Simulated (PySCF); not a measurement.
## Correlation energy of V (vanadium, neutral)

[Ar] 3d3 4s2, high-spin 4F determinant. All numbers are calculated (PySCF 2.14, the non-relativistic Hamiltonian (point nucleus), in cc-pVTZ (7s6p4d2f1g, 68 functions)). Frozen: [Ar]; 5 electrons correlated.

MP2 pair energies summed by pair of shells (mhartree):

| pair | energy | share (%) |
| --- | --- | --- |
| 4s-4s | -20.88 | 35.7 |
| 3d-3d | -18.96 | 32.4 |
| 3d-4s | -18.61 | 31.8 |

Total MP2 correlation energy: -58.45 mhartree.

Same-spin part -26.92 and opposite-spin part -31.53 mhartree; SCS-MP2 scales them by 1/3 and 6/5 to -46.81 mhartree.
